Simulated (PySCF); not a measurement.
CH₅BBrN, SMILES B(C)(Br)N. Atoms are numbered in the order given.

```xyz
9

B      0.0837     0.9472     0.0000
Br    -0.0449    -1.0113     0.0000
C     -1.2389     1.7997     0.0000
H     -1.8599     1.5518     0.8861
H     -1.0557     2.8937     0.0000
H     -1.8599     1.5518    -0.8861
N      1.3721     1.4918     0.0000
H      1.5372     2.4990     0.0000
H      2.2195     0.9238     0.0000
```
Charge 0, spin multiplicity 1.

Geometry optimised at PBE-D3(BJ)/def2-SVP. The structure was generated by enumeration, and PubChem lists no compound with its InChIKey, so it may never have been made. Other conformers were not sampled.

The numbers are results of PBE-D3(BJ)/def2-SVP (PySCF), not measurements.

Frequencies are harmonic and unscaled.

```csv
mode,ν (cm⁻¹),IR (km/mol),moving atoms (share of kinetic energy)
1,125,1.6,H 97 %
2,249,0.5,"C 37 %, H 29 %, Br 13 %, N 11 %, B 10 %"
3,296,1.4,"N 42 %, H 28 %, Br 17 %, C 8 %"
4,391,11.9,"B 56 %, H 42 %"
5,505,20.3,"B 30 %, H 23 %, C 18 %, N 16 %, Br 13 %"
6,510,128.5,"H 79 %, N 19 %"
7,588,19.8,H 91 %
8,817,1.0,"H 73 %, C 13 %, N 11 %"
9,820,2.2,"H 52 %, C 27 %, N 15 %"
10,854,8.3,"H 59 %, B 21 %, C 20 %"
11,1090,186.0,"B 50 %, H 36 %"
12,1262,48.3,"H 69 %, C 19 %, B 10 %"
13,1346,70.9,"H 54 %, B 33 %"
14,1380,6.3,H 96 %
15,1407,7.7,"H 76 %, B 17 %"
16,1541,176.4,"H 62 %, N 24 %, B 13 %"
17,2971,4.2,H 97 %
18,3058,2.3,"H 91 %, C 9 %"
19,3065,17.7,"H 91 %, C 9 %"
20,3508,35.0,H 96 %
21,3616,27.8,"H 91 %, N 9 %"
```
